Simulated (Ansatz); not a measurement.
## A barrier at the coupled-cluster level

Start structure (InH$_{5}$O$_{3}$, singlet), relaxed at PBE0-D4/def2-TZVP:

In1  (1.107, 1.065, 1.103)
O2  (-0.202, 1.147, -0.635)
O3  (-0.965, -0.758, 0.900)
O4  (1.526, -0.809, -0.598)
H5  (-1.068, -0.058, 0.207)
H6  (0.894, -0.240, -1.088)
H7  (-0.502, 1.958, -1.047)
H8  (-1.771, -0.775, 1.421)
H9  (0.981, -1.530, -0.262)
(Å)

The step: InHO ([OH][In]) + H₂O + H₂O → InHO ([OH][In]) + H₂O + H₂O; bonds formed: In1–O3, O2–H5; bonds broken: In1–O2, O3–H5. Program: Ansatz 0.2.0. Basis: def2-TZVPP and def2-QZVPP. Cores are frozen in the correlated methods. Filled d shells of the heavier atoms are correlated. Core potentials replace the inner electrons of the atoms past krypton. The def2 sets are not built for correlating such inner shells, so the correlated values are less sure here. Extrapolation: Hartree–Fock as exp(−7.88 √X), correlation as X^−2.97. Energies below are by CCSD(T) at an estimated basis limit (MP2 extrapolated from triple and quadruple zeta, plus CCSD(T) − MP2 in triple zeta).

(1) What are the electronic barrier and the energy of the step, from the start structure to the end structure? (An estimate is asked for; the value comes from the calculation.)

No T1 diagnostic of these runs exceeds 0.016.

## Answers

(1) Computed: Barrier 0.244 eV; step energy 0.000 eV (both ends alike: a degenerate step); reverse barrier, their difference, 0.244 eV. Barrier and step energy count from the start structure, the reverse barrier from the end structure.

The saddle point: One imaginary mode of 682i cm⁻¹.
| pair | start (Å) | saddle (Å) | end (Å) |
| --- | --- | --- | --- |
| In1–O3 | 2.77 | 2.37 | 2.18 |
| O2–H5 | 1.71 | 1.21 | 0.99 |
| In1–O2 | 2.18 | 2.36 | 2.77 |
| O3–H5 | 0.99 | 1.21 | 1.70 |

Zero-point energy (harmonic, PBE0-D4): ZPE is 1.697 eV at the start and 1.602 eV at the saddle, so the barrier goes from 0.244 to 0.149 eV.

Labels in which every atom is bracketed show which atoms are joined, not bond orders.

For scale, one of the runs: CCSD(T)/def2-TZVPP, 213 basis functions, launched by `ansatz run in.yaml --threads 4 --pin off --events-out ev --progress --plain --max-ram 9574MiB`. Hardware: 4 CPU threads of an Arm Neoverse V2, shared host. Wall time 110 s; peak host memory 3.6 GiB.
